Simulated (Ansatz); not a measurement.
One change: `C=[C]([SiH3])[InH2]` becomes `C=C([SiH3])C[SiH3]`.

Ansatz, PBE0-D4/def2-TZVP geometries, multiplicity 1. Each molecule was computed in one conformer, which needn't be the lowest.

Elements past krypton have def2 core potentials.

| property | `C=[C]([SiH3])[InH2]` |
| --- | --- |
| HOMO energy (PBE0/def2-TZVPP) / eV | -7.29 |
| HOMO energy (B3LYP/def2-TZVPP) / eV | -7.11 |
| HOMO–LUMO gap (B3LYP/def2-TZVPP) / eV | 4.94 |
| HOMO–LUMO gap (PBE/def2-TZVPP) / eV | 3.50 |
| LUMO energy (ωB97M-V/def2-TZVPP) / eV | -0.35 |
| ideal-gas entropy at 298 K and 1 bar (rigid rotor, harmonic PBE0-D4/def2-TZVP) / J/(mol·K) | 365 |

Problem. Give the same properties after the change, and the shifts. (An estimate is asked.)

Solution. Ansatz gave: 
```
                                                                                  property  `C=C([SiH3])C[SiH3]`  shift
                                                        HOMO energy (PBE0/def2-TZVPP) / eV                 -7.37  -0.08
                                                       HOMO energy (B3LYP/def2-TZVPP) / eV                 -7.15  -0.04
                                                     HOMO–LUMO gap (B3LYP/def2-TZVPP) / eV                  6.50   1.56
                                                       HOMO–LUMO gap (PBE/def2-TZVPP) / eV                  4.87   1.37
                                                     LUMO energy (ωB97M-V/def2-TZVPP) / eV                  1.58   1.93
ideal-gas entropy at 298 K and 1 bar (rigid rotor, harmonic PBE0-D4/def2-TZVP) / J/(mol·K)                   373      8
```

With PBE0 the HOMO falls by 0.08 eV and the LUMO rises by 1.45 eV, so the gap widens by about 1.53 eV. PBE moves the HOMO by -0.11 eV and ωB97M-V by -0.14 eV. The zero-point energy changes by 109.6 kJ/mol with +12 modes. Modes under 60 cm⁻¹, often nearly free rotors, make the harmonic entropy too high.

B3LYP here is the variant with VWN-RPA as its local correlation; programs differ in this.
